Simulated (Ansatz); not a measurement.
System: C$_{2}$H$_{8}$BN$_{2}$ (charge 0, doublet). It need not be the lowest isomer of its formula. 
Coordinates optimised at B3LYP-D3(BJ)/def2-TZVP (Ansatz, an electronic-structure program):
```
B
N 1 1.4236
H 2 1.0031 1 122.75
H 2 1.0047 3 113.31 1 -179.92
N 1 1.4246 2 120.23 3 -179.93
H 5 1.0037 1 122.14 2 -179.95
H 5 1.0049 6 113.50 1 -179.96
C 1 1.5432 2 120.83 3 0.08
H 8 1.0885 1 118.88 2 -179.89
C 8 1.4888 9 114.43 1 -179.97
H 10 1.0917 8 113.08 9 -179.77
H 10 1.0976 11 107.25 8 -123.44
H 10 1.0977 11 107.25 12 -113.13
```
Charge 0, spin multiplicity 2.

Parts of the frozen-core correlation energy in 6-31G* (Ansatz, hartree). Frozen orbitals: 5; correlated occupied orbitals by spin: 15 and 14; virtual: 71 and 72. UHF or UKS for open shells. Spin-orbit coupling is left out. No relativistic terms.

| term | value |
|---|---|
| reference (HF) | -214.02658 |
| MP2 opposite-spin | -0.47995 |
| MP2 same-spin | [?] |
| CCSD correlation | [?] |
| (T) | [?] |
| T1 diagnostic | 0.013 |
| largest doubles amplitude | 0.028 |
| <S^2> of the reference | 0.761 |

Complete the blanks.


- MP2 same-spin, value: -0.15714
- CCSD correlation, value: -0.69181
- (T), value: -0.01765
